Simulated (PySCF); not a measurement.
## Excitation energy of Cl⁺ by level of theory

Cl⁺ [Ne] 3s2 3p4 (3P) → Cl⁺ [Ne] 3s2 3p3 3d1 (5D), as a difference of total energies. All numbers are calculated (PySCF 2.14, the non-relativistic Hamiltonian (point nucleus), in aug-cc-pwCVDZ). Correlated levels: valence and next inner shell: 1s2 frozen. The calculations carry no spin-orbit coupling.

```csv
method,excitation energy (cm⁻¹)
UHF,110420
MP2 (valence and next inner shell),116410
SCS-MP2 (valence and next inner shell),116510
CCSD (valence and next inner shell),116330
CCSD(T) (valence and next inner shell),116510
```

Errors of the correlated levels include the incompleteness of this basis and the frozen core.

The promoted electron is Rydberg-like, and one or two diffuse shells describe it only roughly, which tends to raise the upper state.

For comparison: 109960 cm⁻¹ (measured; NIST levels, between the centres of gravity of the two terms).
